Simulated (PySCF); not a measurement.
Radial density of W (tungsten, neutral)

BHandHLYP, [Xe] 4f14 5d3 6s2 7s1, 7s spin antiparallel (an excited configuration). Computed with PySCF 2.14 in x2c-TZVPPall with one added diffuse shell each of s, p, d, f type (12s8p8d4f1g, 113 functions), with the spin-free X2C one-electron Hamiltonian (Gaussian nucleus).

```csv
r (bohr),4πr²ρ (e/bohr),4πr²(ρα − ρβ)
0.0139,102.0,-0.0010
0.0234,88.88,-0.0010
0.0393,115.9,0.0078
0.0661,130.9,0.0704
0.111,105.8,0.1604
0.187,114.2,0.0011
0.314,64.13,0.1890
0.529,62.80,0.0674
0.890,20.41,0.5982
1.50,7.690,1.9496
2.52,1.879,0.7405
4.23,0.3810,0.0471
7.12,0.1569,-0.1538
12.0,0.05875,-0.0586
20.1,0.0002130,-0.0002
```

Densities and radii are taken from the X2C orbitals without a picture-change correction, which distorts them close to the nucleus.

Spin-orbit coupling, absent here, splits the open shell strongly. The outer electron is Rydberg-like, and this basis confines it to a smaller radius and binds it less than a complete one would. With the s spin flipped the determinant is a mixture of two multiplicities, not a spectroscopic state.
